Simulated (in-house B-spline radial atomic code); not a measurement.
**Response and correlation of Se XVII (Se16+)**

Closed shell [Ne] 3s2 3p6. Computed with an all-electron radial atomic-structure program (B-spline basis): Dirac-Hartree-Fock, relativistic RPA (time-dependent Dirac-Hartree-Fock) for the response and second-order many-body perturbation theory for correlation, no-pair Dirac-Coulomb Hamiltonian, finite nucleus.

| multipole (bohr³, bohr⁵, bohr⁷) | uncoupled | coupled RPA |
| --- | --- | --- |
| dipole | 0.13171 | ? |
| quadrupole | 0.024632 | 0.026747 |
| octupole | 0.013294 | 0.01611 |

Q: What is the coupled dipole polarisability?

A: 0.12024 atomic units, -9 % against the uncoupled value.

Q: Which subshells carry the dipole polarisability?

A: 3p3/2 66.9 %, 3p1/2 30.5 %, 3s1/2 2.3 %.

Q: What does the dipole shielding factor come to?

A: The dipole shielding factor is 0.529, against the exact N/Z = 18/34 = 0.529 of the non-relativistic theorem.

Dipole polarisability at imaginary frequency:

```csv
u (Eh),α(iu) (bohr³)
0,0.1202
1.4,0.1102
3.5,0.07873
7.01,0.0436
10.5,0.02811
14,0.02007
21,0.0121
28,0.008256
35,0.006069
49.1,0.003736
70.1,0.002183
105,0.001139
140,0.000697
210,0.0003375
350,0.0001301
701,3.43e-05
```

Q: What dispersion coefficients follow for two such ions (the dispersion part alone)?

A: C6 = (3/π)∫α(iu)²du = 0.0576 hartree·bohr⁶ and C8 = 0.08944 hartree·bohr⁸.

Lowest J = 1 odd-parity excitations:

| energy (eV) | oscillator strength | leading channel | weight |
| --- | --- | --- | --- |
| 81.324 | 0.000577 | 3p3/2 → d3/2 | 0.703 |
| 94.288 | 0.033 | 3p1/2 → d3/2 | 0.474 |
| 116.38 | 1.78 | 3p1/2 → d3/2 | 0.499 |
| 308.42 | 0.211 | 3p3/2 → s1/2 | 0.978 |
| 316.26 | 0.172 | 3p1/2 → s1/2 | 0.976 |
| 364.25 | 0.0368 | 3p3/2 → d3/2 | 0.634 |
| 367.55 | 1.05 | 3p3/2 → d5/2 | 0.661 |
| 375.37 | 0.445 | 3p1/2 → d3/2 | 0.964 |

Second-order correlation energy by the highest angular momentum of the excited pair (hartree): s -0.02051, p -0.1661, d -0.5161, f -0.126, g -0.04953, h -0.01839, i -0.008395, k -0.00435.

Q: What is the second-order correlation energy at the partial-wave limit?

A: The listed waves sum to -0.90929 hartree; extrapolating the increments as (l + 1/2)⁻⁴ gives -0.91818 hartree, -1.39 eV per electron.
